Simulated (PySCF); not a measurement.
**Potassium: a sound run and one with changed settings**

Sound run: K+ [Ar], K(2+) [Ne] 3s2 3p5. All numbers are calculated (PySCF 2.14, the non-relativistic Hamiltonian (point nucleus), in def2-SVP (5s3p2d, 24 functions)). In the sound run the correlated levels freeze [Ne] 3s2. The sound run starts from symmetry-adapted Hartree-Fock orbitals and uses a fine grid where one is needed.

A second run was set up differently.

```csv
species,method,sound run (hartree),changed run (hartree),converged
K+,MP2,-598.97091,-598.97293,yes
K+,CCSD(T),-598.97565,-598.97750,yes
K(2+),MP2,-597.79284,-597.80276,yes
K(2+),CCSD(T),-597.79635,-597.80845,yes
```

Ionisation energy of K+:

| method | sound run (eV) | changed run (eV) |
| --- | --- | --- |
| UHF | 31.630 | 31.630 |
| MP2 | 32.057 | 31.842 |
| SCS-MP2 | 32.028 | 31.797 |
| CCSD | 32.090 | 31.810 |
| CCSD(T) | 32.090 | 31.812 |

(1) What was changed?
A. level shift left on
B. all electrons correlated in a valence basis
C. too few SCF iterations
D. basis contracted for another Hamiltonian

Results:

(1) B. A valence basis has no tight correlating functions, so it recovers only part of the core correlation, and not evenly between atom and ion.
